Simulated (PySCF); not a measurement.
SiBrF2, SMILES F[Si](F)Br, multiplicity 2. Coordinates come from a PBE-D3(BJ)/def2-SVP optimisation.

Method: PBE-D3(BJ)/def2-SVP (PySCF).

Harmonic wavenumbers (cm⁻¹): 169, 206, 313, 432, 832, 910. Rotational constants (GHz): 6.968, 1.958, 1.604; symmetry number 1.

### Question
Work out the zero-point energy and the ideal-gas rigid-rotor harmonic-oscillator thermochemistry at 298.15 K and 1 atm.

### Answer
ZPE = ½ Σ hcν = ½ × 2861 cm⁻¹ = 4.09 kcal/mol. H − E(el) = 7.70 kcal/mol. Entropy in cal/(mol K): translation 40.85, rotation 27.09, vibration 7.04, spin 1.38, total 76.36. G − E(el) = -15.07 kcal/mol. Cp = 15.80 cal/(mol K).
